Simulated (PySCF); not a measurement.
**Electron correlation in Sn⁺ (tin, charge +1)**

[Kr] 4d10 5s1 5p1 6s1, high-spin 4P determinant (an excited configuration). Computed with PySCF 2.14 in aug-cc-pVDZ-PP with ECP28MDF, with a scalar-relativistic core potential. Frozen: 4s2 4p6 4d10; 3 electrons correlated.

```json
{"level": "CCSD", "correlation energy (mhartree)": "-10.23"}
{"level": "(T)", "correlation energy (mhartree)": "-0.05"}
{"level": "CCSD(T)", "correlation energy (mhartree)": "-10.28"}
{"level": "CCSDT", "correlation energy (mhartree)": "-10.31"}
{"level": "FCI", "correlation energy (mhartree)": "-10.31"}
```

Diagnostics: T1 = 0.018, D1 = 0.0438, largest double amplitude 0.044, weight of the Hartree-Fock determinant in FCI 0.9761 (1771 determinants).

The outer electron is Rydberg-like, and this basis confines it to a smaller radius and binds it less than a complete one would.

Cost of the coupled-cluster step: about 0.07 core-seconds, for 3 correlated electrons.
